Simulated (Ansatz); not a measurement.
Reaction (ligand exchange at the Si–C bond): `NC[SiH2]O` + `O[SiH](F)F` → `O[SiH2]O[SiH](F)F` + CH₃NH₂

Program: Ansatz. Geometries: PBE0-D4/def2-TZVP. ΔE: electronic, gas phase. CCSD(T)/CBS is the MP2 limit (def2-TZVPP, def2-QZVPP) plus CCSD(T) − MP2 in def2-TZVPP, frozen cores. DFT in def2-TZVPP. B3LYP here is the variant with VWN-RPA as its local correlation; programs differ in this. One conformer a species, not always the lowest.

Is it downhill or uphill in electronic energy at CCSD(T)/CBS, and by how much? (Best estimate.)

The calculation gave: Downhill: ΔE = -31.7 kcal/mol.

What do these levels give: PBE-D4, PBE0-D4, ωB97X-V, B2PLYP, PBE0, B3LYP, CCSD/def2-TZVPP, HF/def2-QZVPP, MP2/def2-QZVPP, SCS-MP2/def2-QZVPP, MP2/CBS(def2), CCSD/CBS(def2)? (An estimate is asked.)

Computed: PBE-D4 -27.6, PBE0-D4 -29.3, ωB97X-V -30.8, B2PLYP -32.5, PBE0 -29.4, B3LYP -32.4, CCSD/def2-TZVPP -32.4, HF/def2-QZVPP -38.5, MP2/def2-QZVPP -32.0, SCS-MP2/def2-QZVPP -33.2, MP2/CBS(def2) -31.8, CCSD/CBS(def2) -32.6 kcal/mol.

Largest T1 diagnostic among the species: 0.012.

In def2-TZVPP, CCSD(T) changes the Hartree–Fock value by +6.2 kcal/mol (the triples alone add +0.9 kcal/mol) and MP2 by +6.1 kcal/mol. From PBE to PBE0 (25 % exact exchange), in def2-TZVPP and without D4, ΔE moves by −1.6 kcal/mol.
